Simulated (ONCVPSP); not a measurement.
# What the settings do to the ONCV potential of iron

Base potential:

* Element: Fe
* Generator: ONCVPSP 4.0.1
* Type: optimised norm-conserving Vanderbilt (ONCV)
* Functional: PBE
* Relativity: scalar-relativistic
* Frozen core: [Ne]
* Valence charge: 16
* Reference configuration: 3s2 3p6 3d6 4s2
* Partial waves: 3s+4s: rc 1.15 bohr, ncon 4, nbas 9, qcut 11.8 1/bohr, 2 projectors; 3p: rc 1.20 bohr, ncon 4, nbas 9, qcut 9.1 1/bohr, 2 projectors, debl 1.7 Ha; 3d: rc 1.40 bohr, ncon 4, nbas 8, qcut 10.9 1/bohr, 3 projectors, debl 3.7 Ha
* Local potential: polynomial inside 1.10 bohr (lpopt 4, dvloc0 2 Ha)
* Core correction: none

In the p channel the program set the typed energies aside and used -2.207, 0.250 Ha.

Cutoffs, loose and tight: the cutoffs (Ha) at which the residual kinetic energy of the hardest occupied pseudo-wave falls to 1 and 0.1 mHa per electron. They do not see the model core or the augmentation charge, which bear on the density cutoff. Test errors are all-electron minus pseudo excitation energies from the reference, over the configurations 3s2 3p6 3d6 4s1; 3s2 3p6 3d6 4s0; 3s2 3p6 3d5 4s0; 3s2 3p6 3d6 4s0 4p2. A dash means not determined; rows that change the core or the reference have their own tests.

```csv
change,outcome,"cutoff, loose","cutoff, tight",bound ghosts,GHOST(+) flags above zero,largest test error (meV)
base,"generated, projector energies reset by the program",48 Ha,55 Ha,none,none,+11
d: rc 1.44,"generated, projector energies reset by the program",46 Ha,55 Ha,none,none,+13
s: rc 1.38,"generated, projector energies reset by the program",48 Ha,53 Ha,none,none,+9.8
"d: ncon 5, nbas 9","generated, projector energies reset by the program",51 Ha,58 Ha,none,none,+6.6
reference 3s2 3p6 3d6 4s1.5,"generated, projector energies reset by the program",48 Ha,55 Ha,none,none,+2.1
functional LDA (Perdew-Wang 92),"generated, projector energies reset by the program",48 Ha,55 Ha,none,none,+11
s: qcut 14.5,"generated, projector energies reset by the program",56 Ha,68 Ha,none,none,+11
```

(1) What comes out with this change to the base: s: nbas 7?

(2) What comes out with this change to the base: p: nproj 1?

Results:

(1) outcome: generated, projector energies reset by the program; cutoff, loose: 48 Ha; cutoff, tight: 54 Ha; bound ghosts: none; GHOST(+) flags above zero: none; largest test error (meV): +11.

(2) outcome: generated; cutoff, loose: 48 Ha; cutoff, tight: 55 Ha; bound ghosts: none; GHOST(+) flags above zero: none; largest test error (meV): -22.
